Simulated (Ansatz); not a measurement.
```yaml
crystal:
  periodic: [false, false, false]
  atoms:
    - {symbol: Sn, position_ang: [0.636038, -0.204168, 1.294648]}
    - {symbol: Sn, position_ang: [0.020131, 2.515998, 0.387367]}
    - {symbol: Sn, position_ang: [-0.019826, -2.515987, -0.387461]}
    - {symbol: Sn, position_ang: [-0.636353, 0.204156, -1.294553]}
basis:
  gaussian: {orbitals: def2-TZVP}
total_charge: 2
hamiltonian: {xc: {name: r2SCAN0}, dispersion: d3bjatm}
scf: {omitted_lower_state_checks: [starts]}
```

```sh
$ ansatz run in.yaml --threads 4 --pin off --events-out ev --progress --plain --max-ram 4787MiB
```

It prints (some lines left out):

```
Functional definition: r2SCAN0
1844 factors; their error is unknown
mean field evaluation 1: about -23305.5570 eV, gradient 5.7e1 eV
mean field evaluation 2: about -23280.8477 eV, gradient 1.1e2 eV
mean field evaluation 4: about -23311.7235 eV, gradient 2.9e1 eV
mean field evaluation 8: about -23314.6531 eV, gradient 2.7e-1 eV
mean field evaluation 16: about -23314.9797 eV, gradient 1.7e-3 eV
mean field evaluation 32: about -23314.9904 eV, gradient 3.6e-5 eV
mean field -23314.99042979 eV, -856.8100948267 hartree, gradient 9.7e-6 eV, S^2 0.000000; 0 other end points of the search recorded, 0 dependent functions left out
reference -23314.99044333 eV, -856.8100953243 hartree; 43, 43 occupied and 157, 157 virtual orbitals, 1844 factors
Total energy: -23315.08052240 eV, -856.8134056690 hartree
Checks for a lower state left out: starts
```

It took 24 s on 4 threads of Arm Neoverse V2 on a shared host, peak host memory 1 GiB.

In the def2 sets Sn takes a core potential; there is no spin–orbit coupling.
